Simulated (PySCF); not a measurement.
Ligand exchange on a metal centre used in film growth or etching (Zn OH-SH). All species are isolated molecules in the gas phase. One relaxed conformer stands for each flexible species; it need not be the lowest.

The numbers are results of TPSSh-D3(BJ)/def2-TZVP // r2SCAN-D4/def2-SVP run with PySCF, not measurements. 

```
species                                  HOMO–LUMO gap (eV)  LUMO (eV)  coordination number  mean distance from the central atom to its bonded neighbours (Å)
---------------------------------------  ------------------  ---------  -------------------  ----------------------------------------------------------------
0 of 2 OH replaced by SH ([Zn(OH)2])                   6.07      -1.39                    2                                                             1.761
1 of 2 OH replaced by SH ([Zn(OH)(SH)])                5.46      -1.36                    2                                                             1.961
2 of 2 OH replaced by SH                               5.57      -1.31                    2                                                             2.164
```
